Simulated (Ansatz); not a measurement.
Reaction (stannylene formation by 1,1-elimination): `[CH3][Sn]([OH])([OH])[Cl]` → `CCl` + `[OH][Sn][OH]`

Isolated molecules relaxed with PBE0-D4/def2-TZVP in Ansatz; ΔE leaves out vibrations. CCSD(T)/CBS is the MP2 limit (def2-TZVPP, def2-QZVPP) plus CCSD(T) − MP2 in def2-TZVPP, frozen cores. This one scheme is used for every species. DFT in def2-TZVPP. Elements past krypton have def2 core potentials. For Sn outer-core shells are correlated without core-valence functions, which leaves a few kJ/mol of doubt a bond. Each species was taken in one conformer, which may not be the lowest.

`[CH3][Sn]([OH])([OH])[Cl]`:

Z-matrix (Å, degrees):
```
C
Sn 1 2.108
H 1 1.089 2 108.6
H 1 1.089 2 108.8 3 -119.7
H 1 1.088 2 109.2 3 120.1
O 2 1.953 1 114.7 3 -46.8
O 2 1.947 1 108.7 3 73.5
Cl 2 2.334 1 113.2 3 -165.8
H 6 0.961 2 112.2 1 -125.3
H 7 0.961 2 113.4 1 -166.6
```

`CCl`:

```xyz
5

C     0.026    0.133    0.053
Cl   -0.294   -1.485   -0.597
H    -0.767    0.802   -0.273
H     0.987    0.476   -0.323
H     0.047    0.074    1.139
```

`[OH][Sn][OH]`:

Z-matrix (Å, degrees):
```
O
Sn 1 1.987
H 1 0.960 2 116.9
O 2 1.966 1 91.9 3 180.0
H 4 0.964 2 111.9 1 0.0
```

```csv
level,ΔE (kJ/mol)
ωB97X-V,124.5
BHLYP,105.4
LC-ωPBE,130.4
MP2/def2-TZVPP,125.8
```

Q: What does CCSD(T)/CBS give? (Estimate.)

A: Computed: +125.0 kJ/mol. The listed levels differ from it by -0.5, -19.6, 5.4, 0.8 kJ/mol.

Largest T1 diagnostic among the species: 0.018.

Leaving LDA and LC-ωPBE aside and taking each functional with its dispersion term where it has one, the values, not all of them listed here, spread over 53.2 kJ/mol, from BLYP-D4 to PBE-QIDH. LDA lies +27.5 kJ/mol from PBE without D4. From r2SCAN to r2SCAN0 (25 % exact exchange), in def2-TZVPP and without D4, ΔE moves by +8.6 kJ/mol. In def2-TZVPP, CCSD(T) changes the Hartree–Fock value by +7.0 kJ/mol (the triples alone add +2.5 kJ/mol) and MP2 by +8.4 kJ/mol.

CCSD(T)/CBS has its own doubt, a few kJ/mol and more with outer-core shells, so smaller differences from it don't rank the levels.
